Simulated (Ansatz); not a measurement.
`C[NH][GeH]([F])[F]` → `[F][GeH2][F]` + `C=N`  (β-hydride elimination)

Gas-phase electronic energies from Ansatz, PBE0-D4/def2-TZVP geometries. CBS: MP2 limit from def2 TZ/QZ plus the TZ coupled-cluster correction, frozen cores. This one scheme is used for every species. Functionals use def2-TZVPP. HSE06 is defined as in plane-wave codes. For Ge outer-core shells are correlated without core-valence functions, which leaves a few kJ/mol of doubt a bond. Scalar relativity is left out up to krypton. Each species was taken in one conformer, which may not be the lowest.

Is it downhill or uphill in electronic energy at CCSD(T)/CBS, and by how much? (Estimate.)

Ansatz gave: Uphill: ΔE = +155.1 kJ/mol.

What do these levels give: LDA (SPW92), BLYP-D4, B2PLYP, PBE-QIDH, PBE, BLYP, r2SCAN, HSE06, MP2/def2-SVP, CCSD(T)/def2-SVP, SCS-MP2/def2-TZVPP, CCSD(T)/def2-TZVPP? (Best estimate.)

Ansatz gave: LDA (SPW92) 191.9, BLYP-D4 130.7, B2PLYP 143.0, PBE-QIDH 170.0, PBE 142.7, BLYP 112.5, r2SCAN 156.6, HSE06 157.7, MP2/def2-SVP 159.0, CCSD(T)/def2-SVP 143.7, SCS-MP2/def2-TZVPP 149.3, CCSD(T)/def2-TZVPP 149.3 kJ/mol.

What do rigid-rotor, harmonic-oscillator terms from PBE0-D4/def2-TZVP frequencies (298.15 K, 1 bar) make of the CCSD(T)/CBS value? (An estimate is asked.)

The calculation gave: ΔZPE = -17.6 kJ/mol, ΔH = +139.1 kJ/mol, ΔS = 149 J/(mol·K), ΔG = +94.8 kJ/mol.

Largest T1 diagnostic among the species: 0.012.

From BLYP to BHLYP (50 % exact exchange), in def2-TZVPP and without D4, ΔE moves by +35.6 kJ/mol. The D4 term adds +13.8 kJ/mol with B3LYP and +7.4 kJ/mol with PBE0; it sums over pairs of atoms, weighted by their polarisabilities, and B3LYP, whose exchange is more repulsive, gets the larger term. In def2-TZVPP, CCSD(T) changes the Hartree–Fock value by +18.5 kJ/mol (the triples alone add −0.3 kJ/mol) and MP2 by +32.1 kJ/mol.

B3LYP here is the variant with VWN-RPA as its local correlation; programs differ in this.
